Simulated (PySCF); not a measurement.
# Relaxation of triplet OsF₅⁻

These are results of UPBE/[Os def2-SVPD with ECP60, F def2-SVPD], scalar-relativistic core potentials, density fitting, no spin–orbit coupling, PySCF, not measurements. A (50,194) grid was used.

A start at or just off a symmetric point, pushed along the force that breaks its symmetry, of Cs symmetry, free to break it:

```xyz
6
charge -1 multiplicity 3, angstrom
Os    0.0008   -0.0008   -0.0906
F    -0.0043    0.0043    1.8449
F     1.9458    0.0117   -0.2339
F     0.0065    1.9498   -0.2308
F    -1.9498   -0.0119   -0.2308
F    -0.0063   -1.9458   -0.2339
```

(1) What does it relax to?

(2) How much energy is released, and in how many steps?

Answers

(1) It ends at Cs with Os–F 1.931 Å (×3), Os–F 1.945 Å (×2); F–Os–F 79.9° (×2), F–Os–F 85.4° (×2), F–Os–F 85.9°, F–Os–F 98.7°, F–Os–F 117.8° (×2), F–Os–F 162.3° (×2) (after a last refinement on a finer grid). A frequency run shows 1 imaginary mode, down to 54i cm⁻¹, so it is a saddle point.

(2) 16.5 kJ/mol in 10 steps.

Open d and f shells are described by one determinant, and the ground state may have another occupation or spin. With an element this heavy the missing spin–orbit coupling can shift these numbers.
